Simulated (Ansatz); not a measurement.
Relaxation of BClH₅NSSi₂ (11 atoms, charge 0, multiplicity 1), to a largest force component of 0.02 eV/Å in at most 40 steps.

These are results of UKS PBE0-D4/STO-3G (Ansatz 0.2.0), not measurements.

```xyz
11
Properties=species:S:1:pos:R:3
S -1.539 -1.015 1.680
Si -1.171 -0.993 -0.438
Cl -2.541 0.275 -1.444
Si 0.998 -0.271 -0.801
B 1.799 0.619 0.739
N 1.093 1.409 -0.371
H -1.368 0.424 1.752
H -1.273 -2.344 -0.957
H 1.608 -0.486 -2.040
H 2.286 0.601 1.856
H 0.173 1.724 0.044
```

**Question.** Where does it end, and by what steps?

**Answer.** The forces met the threshold. The force dipped under the threshold on the way, but the program's further checks kept it going. Limits of this set-up: minimal basis. After 24 steps the energy has fallen by 1.938 eV; H11 moved furthest, 0.85 Å.

| step | energy less start (eV) | largest force component (eV/Å) | accepted |
| --- | --- | --- | --- |
| 0 | 0.0000 | 4.332 | yes |
| 1 | -0.9697 | 2.732 | yes |
| 2 | -1.3585 | 2.403 | yes |
| 3 | -1.5640 | 2.405 | yes |
| 4 | -1.6919 | 2.243 | yes |
| 5 | -1.8717 | 0.868 | yes |
| 6 | -1.9093 | 0.371 | yes |
| 7 | -1.9282 | 0.307 | yes |
| 8 | -1.9334 | 0.122 | yes |
| 9 | -1.9350 | 0.090 | yes |
| 10 | -1.9355 | 0.056 | yes |
| 11 | -1.9357 | 0.024 | yes |
| 12 | -1.9358 | 0.027 | yes |
| 13 | -1.9359 | 0.020 | yes |
| 14 | -1.9361 | 0.029 | yes |
| 15 | -1.9363 | 0.042 | yes |
| 16 | -1.9365 | 0.066 | yes |
| 17 | -1.9366 | 0.082 | yes |
| 18 | -1.9371 | 0.062 | yes |
| 19 | -1.9373 | 0.035 | yes |
| 20 | -1.9375 | 0.027 | yes |
| 21 | -1.9377 | 0.022 | yes |
| 22 | -1.9377 | 0.015 | yes |
| 23 | -1.9378 | 0.011 | yes |
| 24 | -1.9379 | 0.010 | yes |

```xyz
11
Properties=species:S:1:pos:R:3
S -1.956 -0.898 1.544
Si -1.187 -1.127 -0.407
Cl -2.520 -0.289 -1.839
Si 0.849 -0.191 -0.704
B 1.912 0.511 0.697
N 1.013 1.360 0.129
H -1.493 0.368 1.685
H -1.206 -2.546 -0.699
H 1.211 -0.110 -2.105
H 2.724 0.511 1.531
H 0.719 2.356 0.189
```

Whether the end is a true minimum wasn't checked by a vibrational analysis.

The run took 2.4 min on 2 threads of Arm Neoverse N1 (shared host), peak memory 0.21 GiB.
